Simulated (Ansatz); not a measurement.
Geometry optimisation, DFT LDA, scalar-relativistic, plane waves, PAW (Ansatz).

input.yaml

```yaml
crystal:
  lattice:
    - [10.04, 0.0, 0.0]
    - [0.0, 10.04, 0.0]
    - [0.0, 0.0, 10.04]
  atoms:
    - { symbol: Ba, position: [0.0, 0.0, 0.0] }
    - { symbol: Ba, position: [0.5, 0.0, 0.0] }
    - { symbol: Ba, position: [0.0, 0.5, 0.0] }
    - { symbol: Ba, position: [0.0, 0.0, 0.5] }
    - { symbol: Ba, position: [0.25, 0.25, 0.25] }
    - { symbol: Ba, position: [0.5, 0.5, 0.0] }
    - { symbol: Ba, position: [0.5, 0.0, 0.5] }
    - { symbol: Ba, position: [0.75, 0.25, 0.25] }
    - { symbol: Ba, position: [0.0, 0.5, 0.5] }
    - { symbol: Ba, position: [0.25, 0.75, 0.25] }
    - { symbol: Ba, position: [0.25, 0.25, 0.75] }
    - { symbol: Ba, position: [0.5, 0.5, 0.5] }
    - { symbol: Ba, position: [0.75, 0.75, 0.25] }
    - { symbol: Ba, position: [0.75, 0.25, 0.75] }
    - { symbol: Ba, position: [0.25, 0.75, 0.75] }
    - { symbol: Ba, position: [0.75, 0.75, 0.75] }
    - { symbol: "N", position: [0.752156, -0.0003776, 0.6220667] }
basis:
  ecutwfc: 420.0
kpoints:
  mp_grid: { grid: [2, 2, 2] }
hamiltonian:
  xc: lda
scf:
  occupations: { method: gaussian, width: 0.1 }
  lower_state_search: "off"
relax:
  f_tol: 0.03
  max_steps: 60
  adjacent_minimum: "off"
```

Launched with:

```bash
$ ansatz run input.yaml --threads 4 --pin off --max-ram 10240MiB --backend cpu --events-out ev --progress --plain --runs-dir out
```

Task: Where does it end, and by what steps?

Result: The run converged. Limits of this set-up: coarse k mesh, odd electron count without spin, a small cell, in which the defect meets its images, a typed lattice constant that wasn't relaxed here. After 5 steps the energy has fallen by 1.276 eV; Ba14 moved furthest, 0.34 Å.

```csv
step,energy less start (eV),largest force component (eV/Å),accepted
0,0.0000,1.357,yes
1,-0.9867,0.802,yes
2,-1.2321,0.383,yes
3,-1.2446,0.128,yes
4,-1.2739,0.032,yes
5,-1.2761,0.003,yes
```

```xyz
17
Lattice="10.0400 0.0000 0.0000 0.0000 10.0400 0.0000 0.0000 0.0000 10.0400" Properties=species:S:1:pos:R:3
Ba 0.031 0.000 0.044
Ba 4.991 0.000 0.044
Ba 0.024 5.020 -0.009
Ba -0.296 0.000 5.176
Ba 2.511 2.533 2.516
Ba 4.999 5.020 -0.009
Ba 5.318 0.000 5.176
Ba 7.531 2.540 2.464
Ba 0.043 5.020 4.976
Ba 2.511 7.506 2.516
Ba 2.511 2.552 7.571
Ba 4.979 5.020 4.976
Ba 7.531 7.500 2.464
Ba 7.531 2.212 7.369
Ba 2.511 7.488 7.571
Ba 7.531 7.828 7.369
N 7.531 0.000 6.271
```

Whether the end is a true minimum wasn't checked by a vibrational analysis.

Time of the run: 47 s on 4 threads of AMD EPYC 7R13 Processor (Zen 3), on a shared host, peak memory 2.7 GiB.
